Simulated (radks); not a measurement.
Values are calculated unless marked as measured or tabulated.
Re48+, configuration [Ar] 3d9 (the NIST ground configuration).

Level of theory: Dirac Kohn-Sham, PBE, spin-unpolarised, spherical densities, finite nucleus; open shells fill j = l - 1/2 first; Fermi nuclear charge, rms radius 5.3698 fm (a radial shooting solver on a logarithmic mesh with Libxc functionals).

Energy parts (hartree):
| part | energy |
|---|---|
| total | -14983.7710 |
| kinetic | 17111.7803 |
| electron-nucleus | -34515.8418 |
| Hartree | 2656.2993 |
| exchange-correlation | -236.0088 |

Orbitals (lengths in bohr, moments of r in powers of bohr; <r^-3> diverges for s and p1/2; r(max) is where P^2 peaks):
orbital  occ.  eigenvalue (hartree)   r(max)  <r^-3>       <r^4>  <1/r>  small-component weight
1s1/2       2             -2725.319  0.01124       -   5.457e-07  88.72                8.02e-02
2s1/2       2             -549.8116  0.06463       -  0.00008012  21.70                1.83e-02
2p1/2       2             -530.8009  0.04794       -  0.00004800  21.66                1.84e-02
2p3/2       4             -477.5598  0.05485   17220  0.00007054  18.09                1.66e-02
3s1/2       2             -193.7127   0.1797       -    0.002655  8.182                6.36e-03
3p1/2       2             -185.4949   0.1678       -    0.002297  8.098                6.30e-03
3p3/2       4             -173.2180   0.1813    4182    0.002987  7.178                5.81e-03
3d3/2       4             -159.9119   0.1410   730.0    0.001922  7.058                5.66e-03
3d5/2       5             -157.1832   0.1447   618.9    0.002080  6.842                5.52e-03
4s1/2       0             -96.67902   0.3756       -     0.03525  4.063                2.94e-03
4p1/2       0             -93.15480   0.3696       -     0.03436  4.003                2.89e-03
4p3/2       0             -88.86743   0.3900    1499     0.04142  3.682                2.74e-03
4d3/2       0             -83.41607   0.3696   261.0     0.03708  3.583                2.62e-03
4d5/2       0             -82.45402   0.3752   219.6     0.03900  3.508                2.58e-03

The highest occupied level is 3d5/2 at -4277.2 eV. The electron density at the nucleus is 1.537e+06 e/bohr^3. For comparison, the ionisation energy in NIST's Atomic Spectra Database is 4335 eV (theoretical). In exact Kohn-Sham theory the highest level is minus the ionisation energy, but local and semilocal functionals leave it too shallow, through self-interaction and a potential that decays too fast; potentials with the right tail come closer. The density falls to 0.001 e/bohr^3 at r = 0.64 bohr. Summed over all electrons, <r^2> = 0.6949 bohr^2, which gives a Langevin (diamagnetic) susceptibility term of -0.55 x 10^-6 cm^3/mol.

Beside tabulated values, note that spin-unpolarised runs miss the spin-polarisation part of the exchange energy of open shells.
